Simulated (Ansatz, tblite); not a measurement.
Cost and result up the ladder for the cluster ZnTe₂ (3 atoms). Charge 0, multiplicity 1. Geometry: B3LYP-D4/def2-TZVP.

```tsv
atom	x (Å)	y (Å)	z (Å)
Zn1	-0.110	-0.268	1.293
Te2	-0.403	-1.271	-0.977
Te3	0.513	1.540	-0.316
```

Ansatz on 4 threads of Arm Neoverse V1 on a shared host; xTB runs through tblite on one thread. Times are rough, summed over both states, and most runs start from the orbitals of an earlier one. PBE0-D4/def2-TZVP serves as the yardstick here, not as an exact answer. The other state is a doublet.

In the def2 sets Te takes a core potential; there is no spin–orbit coupling. The xTB rows come from tblite. At PBE0-D4/def2-TZVP a triplet of charge 0 lies 0.07 eV below the restricted singlet, each at its own geometry. The structure comes from a short search, and lower isomers may exist.

Raw xTB energies of ions are shifted by several eV.

| level | functions | vertical IE (eV) | difference from PBE0-D4/def2-TZVP (eV) |
| --- | --- | --- | --- |
| r2SCAN-D4/def2-TZVP | 148 | 7.33 | -0.05 |
| PBE-D4/def2-TZVP | 148 | 7.27 | -0.12 |
| PBE0-D4/def2-TZVP | 148 | 7.38 | 0.00 |
| GFN2-xTB | 22 | 13.56 | 6.18 |
| GFN1-xTB | 22 | 12.44 | 5.05 |

Task: Estimate how long each takes.

Result: GFN1-xTB 0.005 s; GFN2-xTB 0.008 s; PBE-D4/def2-TZVP 4.5 s; PBE0-D4/def2-TZVP 8.5 s; r2SCAN-D4/def2-TZVP 12 s. On shared hardware such times vary by a factor of up to 3.
